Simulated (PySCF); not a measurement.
**Radial density of S²⁺ (sulfur, charge +2)**

UHF, [Ne] 3s2 3p2, high-spin 3P determinant. Computed with PySCF 2.14 in aug-cc-pVDZ-DK, with scalar relativity by spin-free X2C-1e.

```tsv
r (bohr)	4πr²ρ (e/bohr)	4πr²(ρα − ρβ)
0.00136	0.07257	0.0000
0.00229	0.1942	0.0000
0.00385	0.4976	0.0001
0.00648	1.248	0.0001
0.0109	2.980	0.0003
0.0183	6.514	0.0008
0.0308	12.19	0.0027
0.0518	17.62	0.0111
0.0872	17.11	0.0461
0.147	12.20	0.1519
0.247	15.18	0.2779
0.415	16.43	0.1338
0.698	5.741	0.0882
1.17	2.801	1.0862
1.97	1.921	1.0185
3.32	0.1703	0.1102
5.59	0.0006624	0.0006
9.40	3.904e-05	0.0000
```

Densities and radii are taken from the X2C orbitals without a picture-change correction, which distorts them close to the nucleus.
